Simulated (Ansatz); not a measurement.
`[F][AlH][SiH2]Cl` + `COBO` → `O[BH][AlH][F]` + `CO[SiH2]Cl`  (redistribution)

Isolated molecules relaxed with PBE0-D4/def2-TZVP in Ansatz; ΔE leaves out vibrations. CBS: MP2 limit from def2 TZ/QZ plus the TZ coupled-cluster correction, frozen cores. Functionals use def2-TZVPP. One conformer a species, not always the lowest.

| level | ΔE (kJ/mol) |
| --- | --- |
| revPBE-D4 | 80.1 |
| BLYP-D4 | 74.5 |
| revPBE | 84.1 |
| BHLYP | 75.1 |
| RPA@PBE/def2-TZVPP | 67.4 |
| MP2/def2-SVP | 91.8 |
| HF/def2-QZVPP | 70.2 |
| MP2/def2-QZVPP | 69.1 |

Question: What does CCSD(T)/CBS give? (Best estimate.)

Answer: The calculation gave: +71.9 kJ/mol. The listed levels differ from it by 8.2, 2.6, 12.2, 3.2, -4.5, 19.9, -1.7, -2.8 kJ/mol.

Largest T1 diagnostic among the species: 0.014.

Leaving LDA and LC-ωPBE aside and taking each functional with its dispersion term where it has one, the values, not all of them listed here, spread over 13.2 kJ/mol, from ωB97M-V to PBE-D4. LDA lies +6.3 kJ/mol from PBE without D4. At CCSD(T), def2-SVP lies +21.4 kJ/mol from the extrapolated value and def2-TZVPP +1.3 kJ/mol.
